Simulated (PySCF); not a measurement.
**Electron correlation in Sn³⁺ (tin, charge +3)**

[Kr] 4d10 5s1, 2S determinant. Calculation: PySCF 2.14, in x2c-TZVPPall with one added diffuse shell each of s, p, d, f type (9s7p5d3f, 76 functions); the spin-free X2C one-electron Hamiltonian (Gaussian nucleus). Frozen: [Ar] 3d10; 19 electrons correlated.

```tsv
level	correlation energy (mhartree)
CCSD	-278.11
(T)	-4.19
CCSD(T)	-282.30
```

Diagnostics: T1 = 0.0067, D1 = 0.0174, largest double amplitude 0.012.

**Question.** Is a single reference adequate?

**Answer.** Yes, within this model without spin-orbit coupling: T1 lies below 0.03 and no double amplitude reaches 0.07.

This basis was not built for core-valence correlation, so the inner-shell part is incomplete.
